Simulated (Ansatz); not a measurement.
The first iterations of a band of AlCl2F + H2 (6 atoms, charge 0, multiplicity 1).

The calculation used Ansatz, RKS PBE/def2-SVP.

```json
{
 "movable images": "7",
 "climbing image": "yes",
 "spring": "5.0 eV/Å²",
 "optimiser": "fire",
 "start path": "through a guess of the saddle point",
 "force threshold": "0.03 eV/Å",
 "iteration limit": "60",
 "end points": "relaxed",
 "largest step": "0.5 Å"
}
```

Initial state:

```xyz
6
Properties=species:S:1:pos:R:3
Al 0.009 0.099 0.114
F 0.006 0.587 1.716
Cl 1.824 0.040 -0.931
Cl -1.812 -0.035 -0.914
H 0.058 -2.062 0.626
H 0.052 -1.713 1.321
```

Final state:

```xyz
6
Properties=species:S:1:pos:R:3
Al 0.021 -0.529 -0.225
F 0.019 -0.036 1.763
Cl 1.822 0.279 -0.978
Cl -1.820 0.203 -0.960
H 0.055 -2.009 0.422
H 0.040 -0.990 1.909
```

| iteration | highest image above the first end (eV) | largest band force component (eV/Å) |
| --- | --- | --- |
| 1 | 1.795 | 2.379 |
| 2 | 1.501 | 2.250 |
| 3 | 1.213 | 1.850 |
| 4 | 1.182 | 1.579 |
| 5 | 1.154 | 0.947 |
| 6 | 1.145 | 0.801 |
| 7 | 1.130 | 0.892 |
| 8 | 1.124 | 0.544 |
| 9 | 1.113 | 0.667 |
| 10 | 1.109 | 0.401 |
| 11 | 1.100 | 0.621 |
| 12 | 1.097 | 0.348 |
| 13 | 1.091 | 0.462 |

Does the band converge within its limit, and where does its top end?

The forces met the threshold. It ended after 41 iterations with the highest image 1.074 eV above the first end. The top lies less than 8 meV above the higher end, about what the thresholds resolve: that end is a shoulder or a very shallow well. Another band between the same ends (7 images) ends at a top of the same energy, where a vibrational analysis finds 1 clearly imaginary mode. The orbitals stay closed-shell, which can raise the energy where a bond breaks towards radicals; this wasn't checked here.

The run took 15 min on 1 thread of Arm Neoverse N1, with other jobs on the host, peak memory 0.14 GiB.
